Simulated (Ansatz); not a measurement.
Input and output for CH5SSb, SMILES `[CH3][SbH][SH]`.

```yaml
crystal:
  periodic: [false, false, false]
  atoms:
    - {symbol: C, position_ang: [-0.724000, 0.806223, -0.383962]}
    - {symbol: Sb, position_ang: [1.341323, 0.192337, -0.437228]}
    - {symbol: S, position_ang: [1.388770, -0.922610, 1.720267]}
    - {symbol: H, position_ang: [-0.828991, 1.601748, 0.353183]}
    - {symbol: H, position_ang: [-1.367239, -0.030386, -0.115915]}
    - {symbol: H, position_ang: [-1.006382, 1.185205, -1.367912]}
    - {symbol: H, position_ang: [0.998926, -1.220833, -1.345903]}
    - {symbol: H, position_ang: [0.289792, -1.668883, 1.521669]}
basis:
  gaussian: {orbitals: def2-mTZVPP}
total_charge: 1
magnetization: {spin_polarized: true, initial_magnetization: 1}
hamiltonian: {xc: {name: revPBE0}, pseudopotentials: {relativity: none}}
scf: {lower_state_search: off}
output: {forces: true}
```

```sh
$ ansatz run in.yaml --threads 2 --pin off --events-out ev --progress --plain --max-ram 4352MiB
```

Shortened log:

```
Functional definition: revPBE0
  name "revPBE0"
  cite "Zhang & Yang, Phys. Rev. Lett. 80, 890 (1998) doi:10.1103/PhysRevLett.80.890"
  cite "Adamo & Barone, J. Chem. Phys. 110, 6158 (1999) doi:10.1063/1.478522"
  cite "Perdew, Burke & Ernzerhof, Phys. Rev. Lett. 77, 3865 (1996) doi:10.1103/PhysRevLett.77.3865"
  parameter a = 0.25
  parameter kappa = 1.245
  parameter beta = 0.06672455060314922
  exchange = (1 - a)*pbe_x(kappa = kappa, mu = beta*pi^2/3) + a*exact_x
  correlation = pbe_c(beta = beta)
these checks for a lower state are left out or cut short: stability, starts, cluster_reference, orbital_swaps, neighbouring_geometries, increment
1072 factors; integrals over basis functions are off by at most 1.0e-3 eV
mean field evaluation 1: about -18471.7564 eV, gradient 4.5e1 eV
mean field evaluation 2: about -18456.6632 eV, gradient 6.3e1 eV
mean field evaluation 4: about -18479.7845 eV, gradient 1.9e1 eV
mean field evaluation 8: about -18482.3951 eV, gradient 9.5e-1 eV
mean field evaluation 16: about -18482.4644 eV, gradient 1.6e0 eV
mean field -18482.58145142 eV, -679.2223403961 hartree, gradient 9.3e-6 eV, S^2 0.759299; 0 other end points of the search recorded, 0 dependent functions left out
the calculation of the forces begins
reference -18482.58148664 eV, -679.2223416904 hartree; 25, 24 occupied and 82, 83 virtual orbitals, 1072 factors
Total energy: -18482.58148664 eV, -679.2223416904 hartree
Atom 0 at    -0.724000     0.806223    -0.383962 Å, force    -0.945761     0.801716     0.251563 eV/Å
Atom 1 at     1.341323     0.192337    -0.437228 Å, force     0.305033    -0.248978    -0.805406 eV/Å
Atom 2 at     1.388770    -0.922610     1.720267 Å, force     0.082557     0.219046     0.766700 eV/Å
Atom 3 at    -0.828991     1.601748     0.353183 Å, force     0.050385     0.062308     0.001051 eV/Å
Atom 4 at    -1.367239    -0.030386    -0.115915 Å, force     0.220239    -0.268281    -0.009358 eV/Å
Atom 5 at    -1.006382     1.185205    -1.367912 Å, force     0.269182    -0.024660    -0.122711 eV/Å
Atom 6 at     0.998926    -1.220833    -1.345903 Å, force     0.003101     0.015296     0.142226 eV/Å
Atom 7 at     0.289792    -1.668883     1.521669 Å, force     0.015263    -0.556445    -0.224065 eV/Å
Dipole moment:    -0.401048    -0.100423     0.117334 e Å
Checks for a lower state left out: stability, starts, cluster_reference, orbital_swaps, neighbouring_geometries, increment
```

Hardware: 2 threads of an Arm Neoverse V1 on a shared host. Wall time 5.5 s, peak host memory 0.26 GiB.
